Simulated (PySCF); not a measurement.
Species: C5H4F2O.
Z-matrix (Å and degrees, GFN2-xTB geometry), rows numbered from 1:
```
F 
C   1  1.3585
F   2  1.3587  1  105.47
C   2  1.4897  1  111.53  3  -121.21
C   4  1.3655  2  131.62  1    58.82
C   5  1.4144  4  105.84  2  -179.96
C   6  1.3611  5  105.95  4    -0.04
O   7  1.3401  6  110.90  5     0.04
H   2  1.1005  1  108.16  3   115.60
H   5  1.0704  4  126.50  2     0.12
H   6  1.0702  5  126.86  4   179.92
H   7  1.0717  6  131.98  5  -179.84
```

Computed with CAM-B3LYP/def2-SVPD in PySCF (dipole) on a GFN2-xTB geometry, gas phase.

Take the most abundant isotopes and a rigid rotor. The values belong to one conformer with, in the numbering `[F:1][CH:2]([F:3])[c:4]1[cH:5][cH:6][cH:7][o:8]1`, F1–C2–C4–C5 59°.

(1) What are A, B and C (cm⁻¹)?

(2) What kind of rotor is it?

(3) What does the inertial defect say?

(4) Which lines would a microwave search look for?

(5) Estimate the classical rotational partition function at 10 K, 25 K and 100 K.

Answers

(1) Ia = 103.28, Ib = 371.46, Ic = 385.90 u·Å²; 505379 MHz·u·Å²/I gives 4893, 1361 and 1310 MHz, that is A = 0.16322, B = 0.04538, C = 0.04368 cm⁻¹.

(2) A near-prolate asymmetric top; Ray's κ = -0.972.

(3) Not planar: Δ = Ic − Ia − Ib = -88.85 u·Å². For a rigid frame Δ = −2 Σ m c², so Σ m c² = 44.42 u·Å² lies off the ab plane: 0.00 from hydrogen and 44.42 from heavier atoms. The atom farthest from that plane is 1.08 Å away.

(4) The dipole components are |μa| = 2.50 D, |μb| = 0.35 D, |μc| = 0.00 D; the mirror of this Cs structure is the ab plane, so μc vanishes by symmetry and there are no c-type lines. The squared components, which scale the intensities, stand as 1.00 : 0.02 (a : b). Some lines, for components of 0.1 D or more:

```
type  branch         J(Ka,Kc)    MHz  lower level (cm⁻¹)
   b       Q  2(1,1) ← 2(0,2)   3635               0.267
   b       R  3(0,3) ← 2(1,2)   4526               0.383
   a       R  2(1,1) ← 1(1,0)   5391               0.209
   b       Q  4(2,2) ← 4(1,3)  10430               1.018
   b       Q  3(2,1) ← 3(1,2)  10525               0.658
   a       R  5(3,3) ← 4(3,2)  13353               1.959
   a       R  5(2,3) ← 4(2,2)  13360               1.366
   a       R  5(1,4) ← 4(1,3)  13475               1.018
   b       R  4(1,4) ← 3(0,3)  13986               0.534
   b       R  5(2,4) ← 4(1,3)  23771               1.018
   b       Q  5(4,1) ← 5(3,2)  24906               2.404
   b       R  3(3,0) ← 2(2,1)  25802               0.742
   b       R  4(3,2) ← 3(2,1)  28470               1.009
   b       R  4(3,1) ← 3(2,2)  28473               1.009
   b       R  5(4,2) ← 4(3,1)  38259               1.959
   b       R  5(5,1) ← 4(4,0)  45375               2.790
   b       R  5(5,0) ← 4(4,1)  45375               2.790
```

(5) Point group Cs, symmetry number σ = 1; q = (√π/σ)·√((kT/h)³/(ABC)), k/h = 20836.6 MHz/K: 1810 at 10 K, 7140 at 25 K, 57100 at 100 K.

Not checked by GFN2-xTB frequencies. These are rigid-rotor constants of the computed structure; measured ground-state constants (B0) also hold zero-point vibration.
